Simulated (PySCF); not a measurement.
## Spinor energies of Ga²²⁺ (gallium, charge +22)

Start: [He] 2s2 2p5; 2p1/2 filled at m_j = -1/2, +1/2; 2p3/2 filled at m_j = -1/2, +1/2, +3/2. Calculated with PySCF 2.14 in an even-tempered Gaussian basis (18 s from 6.1 bohr⁻², ratio 2.4; 12 p from 7.9 bohr⁻², ratio 2.4; 5 d from 33 bohr⁻², ratio 2.6; 5 f from 50 bohr⁻², ratio 2.6): generalised Hartree-Fock with the X2C-1e Hamiltonian and a Gaussian nucleus; one run each with spin-orbit coupling (SO) switched off, then screened by Boettger's factors.

```tsv
spinor shell	electrons	ε, spin-free (eV)	ε, screened SO (eV)	weight of nominal j (screened SO)	rms radius, screened SO (bohr)
1s1/2	2	-11505.1	-11504.1	1.000	0.0559
2s1/2	2	-2296.9	-2296.6	1.000	0.228
2p1/2	2	-2143.7	-2163.4	0.972	0.200
2p3/2	3	-2143.7	-2133.8	0.982	0.203
```

| quantity | spin-free | screened SO |
| --- | --- | --- |
| E (hartree) | -1609.70031 | -1610.10690 |
| M_J | 3/2 | 3/2 |
| ⟨J²⟩ | 3.750 | 3.750 |
| ⟨L²⟩ | 2.000 | 2.001 |
| ⟨S²⟩ | 0.750 | 0.751 |

Each row is a mean over spinors that exchange with the open shell spreads, by up to 23.736 eV (2s1/2).

Without spin-orbit coupling the j labels of p, d and f shells carry no meaning; the spin-free column gives the mean over the occupied spinors of each nl shell.
